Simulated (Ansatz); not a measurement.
**Question.** Name a neutral molecule of Cl, F, Mo, O and H with HOMO energy (B3LYP/def2-TZVPP) between -8.80 and -8.50 eV and HOMO energy (ωB97M-V/def2-TZVPP) between -11.30 and -11.00 eV (Ansatz, PBE0-D4/def2-TZVP geometry).

**Answer.** `[O]=[Mo]([OH])([F])([Cl])[Cl]` (-8.66 eV, -11.11 eV). Other molecules can fit too; these were computed, each in one conformer that needn't be the lowest.

B3LYP here is the variant with VWN-RPA as its local correlation; programs differ in this.
